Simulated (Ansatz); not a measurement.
System: RbCl, charge 0, singlet. RbCl (SMILES [Rb][Cl]).
B3LYP-D3(BJ)/def2-TZVP minimum from Ansatz (an electronic-structure program):
```xyz
2

Rb     0.0000     0.0000    -0.9024
Cl     0.0000     0.0000     1.9640
```
Charge 0, spin multiplicity 1.

Total energies in hartree (Ansatz). Radicals and triplets start from unrestricted determinants; spin-orbit coupling is neglected. Correlated methods leave the cores frozen (noble-gas shells, and filled d and f shells in the p block). Past Kr the def2 sets carry scalar-relativistic core potentials. For partners of very few electrons the exact lower level stands in for a higher one.

| species | HF/def2-TZVPP | CCSD(T)/def2-TZVPP | HF/def2-QZVPP | CCSD(T)/def2-QZVPP | CCSDT(Q)/def2-QZVPP |
|---|---|---|---|---|---|
| 1: RbCl (SMILES [Cl][Rb]) | -483.39512 | -483.61917 | -483.40936 | -483.65784 | -483.65873 |
| 2: Rb (doublet) | -23.80256 | -23.80256 | -23.80258 | -23.80258 | -23.80258 |
| 3: Cl (doublet) | -459.47685 | -459.66464 | -459.48954 | -459.69535 | -459.69632 |

Problem. Work out the atomisation energy (electronic, to ground-state atoms) in kcal/mol: take Hartree-Fock from def2-QZVPP, extrapolate the CCSD(T) correlation energy as X^-3 (X = 3, 4), and add CCSDT(Q) - CCSD(T) in def2-QZVPP. 1 hartree = 627.51 kcal/mol.

Solution. 
Species 1: correlation (64·(-0.24848) - 27·(-0.22405))/37 = -0.26631; step -0.00089; E1 = -483.40936 + (-0.26631) + (-0.00089) = -483.67656
Species 2: correlation (64·(0.00000) - 27·(0.00000))/37 = 0.00000; step +0.00000; E2 = -23.80258 + (0.00000) + (+0.00000) = -23.80258
Species 3: correlation (64·(-0.20581) - 27·(-0.18779))/37 = -0.21896; step -0.00097; E3 = -459.48954 + (-0.21896) + (-0.00097) = -459.70947
-1·E1 +1·E2 +1·E3 = 0.16451 hartree = 103.2 kcal/mol.
